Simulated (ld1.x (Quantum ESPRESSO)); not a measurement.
Transferability test, TM potential for Ni

ld1.x (Quantum ESPRESSO) 7.5 input, shortened:

```
&input
   title='Ni', zed=28., rel=2, dft='REVPBE', iswitch=3,
   config='[Ar] 3d8 4s2 4p0', rel_dist='average'
 /
 &inputp
   pseudotype=2, tm=.true., lloc=0,
   nlcc=.true., new_core_ps=.true., rcore=0.90
 /
3
3P  2  1   6.00   0.00  1.10  1.10  0.0
3D  3  2   8.00   0.00  1.50  1.50  0.0
3S  1  0   2.00   0.00  0.90  0.90  0.0
 &test
   configts(1)='3s2 3p6 3d8 4s2 4p0'
 /
```

Open shells are filled in proportion to 2j + 1 (rel_dist='average').

Occupied shells without a wave of their own: 4s. They enter only through the test configuration that unscreens the potential, and ld1.x also counts them in the model core charge.

Energies are relative to the spin-unpolarised reference configuration 3s2 3p6 3d8 4s2 4p0; without spin polarisation the order of configurations can differ from experiment.

ld1.x takes every shell without a wave as core, so the model core holds the 4s electrons as well and exchange and correlation see them twice. This cancels in the reference configuration, but the file is broken for other ones, and its errors say nothing about a proper core correction.

```csv
valence configuration,charge,ΔE all-electron (eV),error AE − PS (meV)
3s2 3p6 3d8 4s1 4p0,+1,9.220,-377
3s2 3p6 3d8 4s0 4p0,+2,26.401,-1219
3s2 3p6 3d7 4s0 4p0,+3,63.750,-1811
3s2 3p6 3d6 4s0 4p0,+4,121.200,-2229
3s1 3p6 3d8 4s2 4p0,+1,119.436,-234
3s2 3p6 3d8 4s0 4p1,+1,14.868,-585
3s2 3p6 3d7 4s2 4p0,+1,16.056,-5.1
```

A Bessel basis up to 400 Ry misses an occupied level by 0.04 Ry, so cutoffs and ghosts were not judged.
